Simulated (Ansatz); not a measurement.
bromine (Br2), singlet, geometry from GFN2-xTB, atoms displaced at random by about 0.03 Å a coordinate; HF/def2-SVP, gradient (Ansatz, a first-principles code).

Ansatz was given this input:
Ansatz 0.2 input:
```yaml
crystal:
  periodic: [false, false, false]
  atoms:
    - {symbol: Br, position_ang: [0.01974196, 0.00041768, -1.08675406]}
    - {symbol: Br, position_ang: [-0.00575141, 0.00573386, 1.12795846]}
basis:
  gaussian:
    orbitals: def2-SVP
hamiltonian:
  xc: hf
output: {forces: true}
```

The log (banner, timings and long lists left out):

```
Functional definition: HF
606 factors; integrals over basis functions are off by at most 1.1e-3 eV
mean field evaluation 1: about -139980.0077 eV, gradient 1.0e1 eV
mean field evaluation 2: about -139980.0206 eV, gradient 1.0e1 eV
mean field evaluation 4: about -139980.3339 eV, gradient 7.6e-1 eV
mean field evaluation 8: about -139980.3382 eV, gradient 8.3e-4 eV
mean field -139980.33823493 eV, -5144.1825480527 hartree, gradient 6.0e-6 eV, S^2 0.000000; 0 other end points of the search recorded, 0 dependent functions left out
the calculation of the forces begins
reference -139980.33823493 eV, -5144.1825480527 hartree; 35, 35 occupied and 29, 29 virtual orbitals, 606 factors
Total energy: -139980.33823493 eV, -5144.1825480527 hartree
Atom 0 at     0.019742     0.000418    -1.086754 Å, force     0.019340    -0.004033    -1.680179 eV/Å
Atom 1 at    -0.005751     0.005734     1.127958 Å, force    -0.019340     0.004033     1.680179 eV/Å
Dipole moment:     0.000000     0.000000    -0.000000 e Å
```
